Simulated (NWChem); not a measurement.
System: TiHSOCl; SMILES [Ti]([OH])(=[S])[Cl]

NWChem input:

```
start job
memory heap 200 mb stack 900 mb global 1100 mb
geometry units angstroms noautosym
  Ti     0.297078     0.099710    -0.123773
  S     -1.055802     1.637135     0.054610
  Cl    -0.383719    -2.014276     0.053652
  O      1.996216     0.594295     0.110188
  H      2.429945     1.455117     0.300000
end
basis spherical
  * library def2-svp
end
dft
  xc pbe0
  grid fine
  iterations 150
end
driver
  maxiter 120
  tight
end
task dft optimize
task dft freq
```

The level has its own optimisation; frequencies are unscaled.

Problem. Give the results of this calculation. (PBE0/def2-SVP.) Quantities: r S–Ti (Å); r Cl–Ti (Å); r O–Ti (Å); r H–O (Å); highest harmonic frequency (cm⁻¹); lowest (cm⁻¹); zero-point energy (kcal/mol); dipole (D).

Solution. 
```json
{
  "r S–Ti (Å)": "2.047",
  "r Cl–Ti (Å)": "2.216",
  "r O–Ti (Å)": "1.768",
  "r H–O (Å)": "0.964",
  "highest harmonic frequency (cm⁻¹)": "3912",
  "lowest (cm⁻¹)": "63",
  "zero-point energy (kcal/mol)": "10.3",
  "dipole (D)": "3.25"
}
```
